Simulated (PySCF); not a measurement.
A species of formula C7H7N has this rotational fingerprint, computed with PBE0/def2-SVPD in PySCF (dipole) on a GFN2-xTB geometry, gas phase:

| Property | Result |
| --- | --- |
| Rotational constants | A = 4543, B = 1787, C = 1684 MHz |
| Dipole components | \|μa\| = 4.61 D, \|μb\| = 0.00 D, \|μc\| = 0.45 D |
| Inertial defect | -94.00 u·Å² |
| κ | -0.93 |

Task: Which candidate fits, each taken in the one conformer that was computed?
A. `N#C[C@]12C[C@@H]3[C@H](C1)[C@@H]32`
B. `N#C[C@@]12CC=C[C@@H]1C2`
C. `[CH2:1]=[CH:2][C@@H:3]1[C@H:4]2[C@@H:5]([C:6]#[N:7])[C@@H:8]12` with C1–C2–C3–C4 -65°
D. `CC#CN1C=CC=C1`
E. `N#C[C@@]12[C@H]3C[C@@H]1[C@@H]2C3`

Result: E. It is N#C[C@@]12[C@H]3C[C@@H]1[C@@H]2C3, a near-prolate asymmetric top, point group Cs. The candidates at the same level (rigid rotor, commonest isotopes):

| SMILES | A (MHz) | B (MHz) | C (MHz) | μa (D) | μb (D) | μc (D) | Δ (u·Å²) | point group | rotor |
| --- | --- | --- | --- | --- | --- | --- | --- | --- | --- |
| N#C[C@]12C[C@@H]3[C@H](C1)[C@@H]32 | 4891 | 1826 | 1669 | 4.44 | 0.00 | 0.20 | -77.23 | Cs | near-prolate asymmetric top |
| CC#Cn1cccc1 | 8813 | 1057 | 949.7 | 1.59 | 0.00 | 0.02 | -3.17 | – | near-prolate asymmetric top |
| N#C[C@@]12[C@H]3C[C@@H]1[C@@H]2C3 | 4543 | 1787 | 1684 | 4.61 | 0.00 | 0.45 | -94.00 | Cs | near-prolate asymmetric top |
| C=C[C@@H]1[C@H]2[C@@H](C#N)[C@@H]12 | 5182 | 1245 | 1128 | 3.20 | 3.33 | 0.43 | -55.43 | C1 | near-prolate asymmetric top |
| N#C[C@@]12CC=C[C@@H]1C2 | 4470 | 1776 | 1522 | 4.20 | 0.63 | 0.95 | -65.65 | C1 | asymmetric top |

`N#C[C@@]12CC=C[C@@H]1C2` has C 10 % too low; `N#C[C@]12C[C@@H]3[C@H](C1)[C@@H]32` has A 8 % too high; `CC#Cn1cccc1` has A 94 % too high; `C=C[C@@H]1[C@H]2[C@@H](C#N)[C@@H]12` has C 33 % too low. In the right answer the mirror of this Cs structure is the ac plane, so μb vanishes by symmetry. No structure here is proved a minimum.
